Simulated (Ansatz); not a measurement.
`C[S][Ge]([CH3])([F])[F]` → `C[S][GeH]([F])[F]` + `[CH2]` (triplet) at 500 K and 1 bar (formal loss of a carbene).

Isolated molecules relaxed with PBE0-D4/def2-TZVP in Ansatz; ΔE leaves out vibrations. CCSD(T)/CBS adds triple-zeta CCSD(T) − MP2 to the extrapolated MP2 energy (def2 sets, frozen cores). This one scheme is used for every species. Triplets are unrestricted, without spin–orbit coupling. For Ge outer-core shells are correlated without core-valence functions, which leaves a few kJ/mol of doubt a bond. Scalar relativity is left out up to krypton. Each species was taken in one conformer, which may not be the lowest.

```tsv
species	CCSD(T)/CBS energy (Eh)	H − E (kJ/mol)	S (J/(mol·K))
`C[S][Ge]([CH3])([F])[F]`	-2753.31091	271.3	490.8
`C[S][GeH]([F])[F]`	-2714.02980	183.7	434.9
`[CH2]` (triplet)	-39.09499	62.7	213.9
```

H − E and S are ideal-gas, rigid-rotor, harmonic terms from PBE0-D4/def2-TZVP, for one conformer and one mirror image of each species, with the whole ground term of open shells counted as degenerate. 1 Eh = 2625.50 kJ/mol, R = 8.31446 J/(mol·K).

Q: By hand: ΔE, ΔH, ΔS and ΔG.

A: ΔE = (-2714.02980) + (-39.09499) − (-2753.31091) = 0.18612 Eh = 488.7 kJ/mol. Δ(H − E) = 183.7 + 62.7 − 271.3 = -24.9, so ΔH = 463.8 kJ/mol. ΔS = 434.9 + 213.9 − 490.8 = 158.0 J/(mol·K). ΔG = 463.8 − 500 × (158.0)/1000 = 384.8 kJ/mol.

Q: By hand: the equilibrium constant, and the temperature at which ΔG would vanish if ΔH and ΔS stayed fixed.

A: log₁₀ K = −ΔG/(RT ln 10) = -40.2. ΔG = 0 at ΔH/ΔS = 2935 K, far beyond where these terms or the molecules hold.

The number of gas molecules changes by +1, which sets the sign of ΔS. A doubt of 5 kJ/mol in ΔE shifts log₁₀ K by 0.5 here. Other conformers and mirror images would add mixing entropy, several J/(mol·K) or more a flexible species. Modes under 60 cm⁻¹, often nearly free rotors, make the harmonic entropy too high. A triplet takes part, so the spin changes. These are equilibria of isolated gas molecules and say nothing of rates. Largest T1 diagnostic: 0.012 (customary marks: 0.02 for closed shells, 0.045 for open ones).
